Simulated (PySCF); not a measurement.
**PhCHFCOOEt (C10H11FO2): Computed beside measured shifts**

System: PhCHFCOOEt (C10H11FO2), SMILES CCOC(=O)[C@H](F)c1ccccc1.

Atom-mapped SMILES (hydrogens are numbered by the atom that bears them): [CH3:1][CH2:2][O:3][C:4](=[O:5])[C@H:6]([F:7])[c:8]1[cH:9][cH:10][cH:11][cH:12][cH:13]1

Level of theory: GIAO PBE0/pcSseg-2, gas phase, PySCF SCF with an in-house response code, fitting set def2-universal-JFIT up to Ne and JKFIT beyond, grid level 2, non-relativistic, geometry: PBE0-D3(BJ)/def2-SVP.

One optimised conformer. Values are averaged over the atoms that symmetry or fast rotation interchanges, on this one geometry and without vibrational averaging. Shifts are the reference shielding less the shielding here, at the same level (13C, 1H against isolated TMS; 19F against isolated CFCl3; 17O against isolated H2O); nuclei without a reference have shieldings only.

(1) What shifts does this level give for F7, and how do they compare with measurement?

Answers

(1) 
| atom | nucleus | computed / ppm | measured / ppm | computed less measured | measured against | medium of the measurement |
| --- | --- | --- | --- | --- | --- | --- |
| F7 | 19F | -220.9 | -174 | -46.9 | CFCl3 | not stated |

Computed 19F and 31P shifts carry an offset from the reference molecule (CFCl3 is hard for DFT, lone H3PO4 or PH3 isn't the 85 % acid), so differences between compounds are more accurate than the values.

Measured values: G. Saielli, R. Bini, A. Bagno, Computational 19F NMR. 2. Organic compounds, RSC Adv. 2014, ESI.
